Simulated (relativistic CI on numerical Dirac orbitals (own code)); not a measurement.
## W3+: what numerical and physical settings do to a radial Dirac CI calculation

Reference input:

```
atom W  Z=74  charge=3  electrons=71
nucleus A=184  rms_radius_fm=5.3658
hamiltonian dirac-coulomb  breit=on  qed=on  c_scale=1
orbitals kli  potential=per-configuration
slater_scale 1
correlation none
mixing on
grid step=0.0125 r_max=64.9
scf mixing=0.4 start=green max_iterations=150 tolerance=2e-08 node_fill=0.05
configurations
  [Xe] 4f14 5d3
  [Xe] 4f14 5d2 6s
  [Xe] 4f14 5d 6s2
end
```

Computed lowest total energy -16125.68452 Ha, first excitation 2859.7 cm⁻¹, 38 SCF steps. Runs with settings changed; * marks those that are bad on purpose:

| Changed | Outcome | Lowest level | ΔE (Ha) | First excitation (cm⁻¹) | SCF steps | Message |
| --- | --- | --- | --- | --- | --- | --- |
| Breit term off, start potential previous, SCF tolerance 1e-06 | converged | 5d³ ⁴F3/2 | -17.2 | 2973.4 | 27 |  |
| start potential thomas-fermi, iteration limit 30 | converged | 5d³ ⁴F3/2 | 7.99e-09 | 2859.7 | 38 |  |
| SCF mixing 0.1 | converged | 5d³ ⁴F3/2 | 7.25e-09 | 2859.7 | 47 |  |
| iteration limit 20 | converged | 5d³ ⁴F3/2 | 0 | 2859.7 | 38 |  |
| grid step 0.6 * | refused |  |  |  | 0 | the grid has 30 points, outside 40 to 4096 |
| iteration limit 6 * | not converged |  |  |  | 6 | SCF of 1s2 2s2 2p6 3s2 3p6 3d10 4s2 4p6 4d10 4f14 5s2 5p6 5d3 did not converge |

With so few configurations and no correlation, terms lie too far apart (by 10 to 50 % near neutrality), their order can be wrong, and levels of other configurations are missing.
